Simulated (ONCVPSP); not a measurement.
## Yb (Z = 70), ONCV: configuration errors across variants

ONCVPSP 4.0.1 input, shortened (lines: element, Z, core and valence counts, functional; n l f; lmax; l rc ep ncon nbas qcut; lloc lpopt rc5 dvloc0; l nproj debl; icmod fcfact rcfact), PBEsol, scalar-relativistic:

```
  Yb 70.00   10    4  -116133      upf
    1    0    2.00
    2    0    2.00
    2    1    6.00
    3    0    2.00
    3    1    6.00
    3    2   10.00
    4    0    2.00
    4    1    6.00
    4    2   10.00
    4    3   13.00
    5    0    2.00
    5    1    6.00
    5    2    1.00
    6    0    2.00
    2
    0    1.85    0.00    4    7    6.10
    1    1.50    0.00    4    9    4.30
    2    3.05    0.00    5    9    4.10
    4    5    1.35    3.00
    0    2    2.80
    1    2    1.00
    2    2    1.40
    2    0.65    0.95
```

In the p channel the program set the typed energies aside and used -1.141, 0.250 Ha.

All-electron excitation energies from the reference (eV): (1) 5s2 5p6 5d1 6s1 7.281; (2) 5s2 5p6 5d1 6s0 20.329; (3) 5s2 5p5 5d1 6s2 36.401.

1 further variants failed, have other tests or too few solved ones, and are left out.

Errors AE − PS in meV (a dash: test not solved or not reliable):

| change | (1) | (2) | (3) | bound ghosts | GHOST(+) flags above zero |
| --- | --- | --- | --- | --- | --- |
| base | -0.9 | +12 | -299 | none | s |
| d: rc 2 | -1.1 | +13 | -264 | none | s |
| p: qcut 4.1 | -0.9 | +12 | -299 | none | s |
| all radii but the core radius scaled by about 1.28 (s 2.36, p 1.92, d 3.90 bohr); local potential polynomial inside 1.72 bohr (lpopt 5, dvloc0 3 Ha) | -2.1 | -2.6 | -362 | none | none |
| core correction Teter function, fcfact 4.25, rcfact 1.35 | -1.0 | +11 | -299 | none | s |
| local potential polynomial inside 1.35 bohr (lpopt 5, dvloc0 6.5 Ha) | -0.9 | +12 | -297 | none | p |
| p: nbas 7 | -0.9 | +12 | -294 | none | s |

Question: Give the same row for: s: qcut 7.2; p: qcut 5.1; d: qcut 4.9.

Answer: -0.8, +14, -280; bound ghosts: none; GHOST(+) flags above zero: none.
